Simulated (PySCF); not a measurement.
**A parent and its derivatives**

The calculation used TDDFT wB97X-D/def2-SVPD, vertical, gas phase, core orbitals frozen in the response in PySCF 2.14.0, density-fitted response routines. Geometries: GFN2-xTB; one conformer of each isolated species. Triplets are in the Tamm–Dancoff approximation. 'Strongest' means the level of largest summed f among the lowest 8 singlets; it needn't be the same kind of state in each.

Parent: `COC[C@@]1(C#N)O[C@H]1F`, with lowest singlet excitation energy 7.22 eV, S1–T1 gap 1.06 eV, oscillator strength of the strongest level 0.04, mean static polarisability 70.1 au. Its spectrum: 7.22 eV (f 0.018); 7.25 eV (f 0.008); 7.80 eV (f 0.018); 7.84 eV (f 0.002); 7.96 eV (f 0.017).

How do these changes move the values? terminal C group replaced by H (`N#C[C@@]1(CO)O[C@H]1F`); CH2 replaced by C=O (`N#C[C@@]1(COC=O)O[C@@H]1F`); CH2 replaced by C=O (`COC(=O)[C@@]1(C#N)O[C@H]1F`); terminal F group replaced by H (`COC[C@@]1(C#N)CO1`).

```json
{"change": "terminal C group replaced by H", "SMILES": "N#C[C@@]1(CO)O[C@H]1F", "Δ S1 (eV)": "-0.03", "Δ S1−T1 (eV)": "+0.07", "Δ f (strongest)": "+0.03", "Δ α (au)": "-12.3"}
{"change": "CH2 replaced by C=O", "SMILES": "N#C[C@@]1(COC=O)O[C@@H]1F", "Δ S1 (eV)": "-1.20", "Δ S1−T1 (eV)": "-0.54", "Δ f (strongest)": "+0.04", "Δ α (au)": "-0.3"}
{"change": "CH2 replaced by C=O", "SMILES": "COC(=O)[C@@]1(C#N)O[C@H]1F", "Δ S1 (eV)": "-1.43", "Δ S1−T1 (eV)": "-0.59", "Δ f (strongest)": "+0.03", "Δ α (au)": "+1.1"}
{"change": "terminal F group replaced by H", "SMILES": "COC[C@@]1(C#N)CO1", "Δ S1 (eV)": "-0.07", "Δ S1−T1 (eV)": "-0.12", "Δ f (strongest)": "-0.01", "Δ α (au)": "-1.8"}
```

S1 falls most with CH2 replaced by C=O (-1.43 eV); all changes lower it. S1 is simply the lowest singlet of each species and needn't be the same kind of state throughout. Over these 4 changes the shifts of S1 and of the HOMO–LUMO gap correlate with r = 0.41.
